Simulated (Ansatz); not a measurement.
Z-matrix (Å, degrees):
```
C
C 1 1.5425
H 2 1.1019 1 108.95
H 2 1.1071 3 105.63 1 -115.25
C 2 1.5225 3 108.18 4 -116.85
H 5 1.1001 2 112.53 3 175.99
H 5 1.1004 6 107.20 2 121.72
H 5 1.1024 6 107.41 7 114.69
C 1 1.5425 2 109.33 3 -173.26
H 9 1.1019 1 108.95 2 -53.57
H 9 1.1071 10 105.63 6 -76.75
C 9 1.5225 10 108.18 11 -116.85
H 12 1.1001 9 112.54 10 175.96
H 12 1.1004 13 107.20 9 121.72
H 12 1.1024 13 107.41 14 114.69
C 1 1.5425 2 109.33 3 -53.61
H 16 1.1019 1 108.94 2 -173.28
H 16 1.1071 17 105.63 13 -76.70
C 16 1.5225 17 108.18 18 -116.85
H 19 1.1001 16 112.53 17 175.95
H 19 1.1004 20 107.20 3 158.24
H 19 1.1024 20 107.41 21 114.69
Si 1 1.9187 2 109.61 3 66.57
H 23 1.4972 1 111.08 2 83.66
H 23 1.4972 24 107.81 8 177.42
H 23 1.4972 24 107.79 25 -116.14
```
Charge 0, spin multiplicity 1.

All values below come from frozen-core CCSD(T)/cc-pVDZ // PBE0-D3(BJ)/def2-SVP (Ansatz, a program for electronic structure).

```yaml
HF energy: -564.49103 Ha
MP2 correlation energy: -1.13615 Ha
```

Problem. Estimate the CCSD correlation energy, the (T) correction, the total energy and the T1 diagnostic.

Solution. 
- CCSD correlation energy = -1.25192 Ha
- (T) correction = -0.03916 Ha
- CCSD(T) total energy = -565.78211 Ha
- T1 diagnostic = 0.008
